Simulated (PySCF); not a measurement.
# SbF2: one-bond stretch

All numbers come from PySCF, UPBE0, basis Sb def2-TZVP with ECP28, F def2-TZVP (scalar-relativistic core potentials, no spin–orbit coupling, density fitting).

Rigid scan from the doublet minimum (Sb–F 1.904 Å (×2); F–Sb–F 95.0°). Coordinate: the bond from Sb to the last atom (F) scaled, the rest fixed. Energies in kJ/mol from the minimum.

Problem. Predict the curve at 0.92, 0.96, 1.00, 1.05, 1.12, 1.20, 1.35, 1.55, 1.80, 2.20.

Solution. 
```json
{"scale of one bond": "0.92", "E (kJ/mol)": "35.5", "dipole size (D)": "2.74", "⟨S²⟩": "0.75"}
{"scale of one bond": "0.96", "E (kJ/mol)": "7.7", "dipole size (D)": "2.96", "⟨S²⟩": "0.75"}
{"scale of one bond": "1.00", "E (kJ/mol)": "0.0", "dipole size (D)": "3.23", "⟨S²⟩": "0.75"}
{"scale of one bond": "1.05", "E (kJ/mol)": "8.9", "dipole size (D)": "3.61", "⟨S²⟩": "0.75"}
{"scale of one bond": "1.12", "E (kJ/mol)": "41.5", "dipole size (D)": "4.18", "⟨S²⟩": "0.75"}
{"scale of one bond": "1.20", "E (kJ/mol)": "91.9", "dipole size (D)": "4.85", "⟨S²⟩": "0.75"}
{"scale of one bond": "1.35", "E (kJ/mol)": "192.3", "dipole size (D)": "6.00", "⟨S²⟩": "0.76"}
{"scale of one bond": "1.55", "E (kJ/mol)": "308.7", "dipole size (D)": "–", "⟨S²⟩": "0.78"}
{"scale of one bond": "1.80", "E (kJ/mol)": "383.3", "dipole size (D)": "–", "⟨S²⟩": "1.29"}
{"scale of one bond": "2.20", "E (kJ/mol)": "430.7", "dipole size (D)": "–", "⟨S²⟩": "1.50"}
```

Spin contamination is strong at 1.80, 2.20, so these points are less reliable.

No spin–orbit coupling is included, which matters more the heavier the element.

Other isomers or separated fragments may lie lower.
